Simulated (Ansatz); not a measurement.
One change: `CNP` becomes `C[NH][ZnH]`.

Ansatz, PBE0-D4/def2-TZVP geometries, multiplicity 1. Each molecule was computed in one conformer, which needn't be the lowest.

Scalar relativity is left out up to krypton.

```
                                          property  `CNP`
              HOMO–LUMO gap (PBE0/def2-TZVPP) / eV   7.13
           HOMO–LUMO gap (ωB97M-V/def2-TZVPP) / eV  11.10
size of the dipole moment (ωB97M-V/def2-TZVPP) / D   1.50
    zero-point energy (PBE0-D4/def2-TZVP) / kJ/mol  189.9
             HOMO energy (ωB97M-V/def2-TZVPP) / eV  -9.10
               LUMO energy (B3LYP/def2-TZVPP) / eV   0.05
```

Give the same properties after the change, and the shifts. (An estimate is asked.)

Ansatz gave: 
```tsv
property	`C[NH][ZnH]`	shift
HOMO–LUMO gap (PBE0/def2-TZVPP) / eV	5.68	-1.45
HOMO–LUMO gap (ωB97M-V/def2-TZVPP) / eV	9.34	-1.76
size of the dipole moment (ωB97M-V/def2-TZVPP) / D	0.58	-0.92
zero-point energy (PBE0-D4/def2-TZVP) / kJ/mol	156.1	-33.8
HOMO energy (ωB97M-V/def2-TZVPP) / eV	-8.37	0.73
LUMO energy (B3LYP/def2-TZVPP) / eV	-0.63	-0.68
```

With PBE0 the HOMO rises by 0.79 eV and the LUMO falls by 0.66 eV, so the gap narrows by about 1.45 eV. PBE moves the HOMO by 0.69 eV and ωB97M-V by 0.73 eV. The zero-point energy changes by -33.8 kJ/mol with -3 modes. Dipoles are sizes alone; their direction can turn.

B3LYP here is the variant with VWN-RPA as its local correlation; programs differ in this.
